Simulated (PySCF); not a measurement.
Molecule: isopropyl methanesulfonate (SMILES O(C(C)C)S(C)(=O)=O).

Cartesian coordinates in Å; atom numbers follow the order of the lines, from 1:
```xyz
18

C    -1.6946   -0.3870    1.5861
C    -0.9588    0.2798    0.4307
C    -1.7424    0.2184   -0.8747
O     0.3003   -0.3863    0.2605
S     1.4887    0.5970   -0.1852
C     2.7661   -0.6475   -0.3820
O     1.8049    1.4774    0.8959
O     1.1775    1.1969   -1.4462
H    -1.1001   -0.3235    2.4931
H    -1.8722   -1.4343    1.3557
H    -2.6464    0.1105    1.7486
H    -0.7373    1.3250    0.6825
H    -1.1620    0.6836   -1.6670
H    -2.6883    0.7421   -0.7666
H    -1.9359   -0.8188   -1.1391
H     2.4958   -1.2534   -1.2348
H     2.7858   -1.2289    0.5283
H     3.7102   -0.1447   -0.5443
```

Frames of a GFN2-xTB Langevin trajectory at 600 K; GIAO PBE0/pcSseg-1 shieldings in PySCF, gas phase, non-relativistic; equivalent atoms averaged within each frame.

Scale: ¹³C (σ = 186.93 ppm), ¹H (σ = 31.72 ppm) vs TMS; H2O for ¹⁷O (σ = 336.08 ppm); ³³S (σ = 503.73 ppm) vs CS2 (reference shieldings calculated alike). The references are static minima.

Problem. How do the shifts (ppm) fluctuate along the trajectory?

Solution. 
```
         time (fs)    C2    C6  C1/C3  O7/O8     O4   S5   H12  H16/H17/H18  H9/H10/H11/H13/H14/H15
               250  71.3  43.3   25.5  256.2  236.5  318  5.25         3.54                    1.55
               425  84.0  44.1   33.8  255.3  236.0  329  5.22         3.99                    2.34
               625  63.6  44.6   31.5  250.4  201.1  309  5.01         2.20                    2.16
               800  70.6  45.6   34.6  257.5  236.3  337  4.92         2.99                    2.26
              1000  79.0  45.5   27.5  253.2  215.0  318  5.13         3.93                    2.28
    mean of frames  73.7  44.6   30.6  254.5  225.0  322  5.11         3.33                    2.12
standard deviation   7.9   1.0    4.0    2.8   16.2   11  0.14         0.74                    0.33
```

5 frames give an uncertainty of the mean of about the standard deviation over 2.2 at best, since frames this close in time may not be independent; classical motion lacks zero-point vibration, and the reference would need the same averaging.
